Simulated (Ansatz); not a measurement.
`[F][AlH][F]` + CH₃OH → `C[O][AlH][F]` + H–F at 700 K and 1 bar (ligand exchange at the Al–F bond).

Program: Ansatz. Geometries: PBE0-D4/def2-TZVP. ΔE: electronic, gas phase. CCSD(T)/CBS adds triple-zeta CCSD(T) − MP2 to the extrapolated MP2 energy (def2 sets, frozen cores). This one scheme is used for every species. One conformer a species, not always the lowest.

| species | CCSD(T)/CBS energy (Eh) | H − E (kJ/mol) | S (J/(mol·K)) |
| --- | --- | --- | --- |
| `[F][AlH][F]` | -442.35155 | 69.3 | 318.9 |
| CH₃OH | -115.61712 | 170.8 | 288.5 |
| `C[O][AlH][F]` | -457.55503 | 196.5 | 412.6 |
| H–F | -100.39570 | 45.2 | 198.5 |

H − E and S are ideal-gas, rigid-rotor, harmonic terms from PBE0-D4/def2-TZVP, for one conformer and one mirror image of each species. 1 Eh = 2625.50 kJ/mol, R = 8.31446 J/(mol·K).

Q: By hand: ΔE, ΔH, ΔS and ΔG.

A: ΔE = (-457.55503) + (-100.39570) − (-442.35155) − (-115.61712) = 0.01794 Eh = 47.1 kJ/mol. Δ(H − E) = 196.5 + 45.2 − 69.3 − 170.8 = 1.6, so ΔH = 48.7 kJ/mol. ΔS = 412.6 + 198.5 − 318.9 − 288.5 = 3.7 J/(mol·K). ΔG = 48.7 − 700 × (3.7)/1000 = 46.1 kJ/mol.

Q: By hand: the equilibrium constant, and the temperature at which ΔG would vanish if ΔH and ΔS stayed fixed.

A: log₁₀ K = −ΔG/(RT ln 10) = -3.4. ΔG = 0 at ΔH/ΔS = 13162 K, far beyond where these terms or the molecules hold.

The number of gas molecules stays the same, so ΔS is small and ΔH decides. A doubt of 5 kJ/mol in ΔE shifts log₁₀ K by 0.4 here. Other conformers and mirror images would add mixing entropy, several J/(mol·K) or more a flexible species. These are equilibria of isolated gas molecules and say nothing of rates. Largest T1 diagnostic: 0.013 (customary marks: 0.02 for closed shells, 0.045 for open ones).
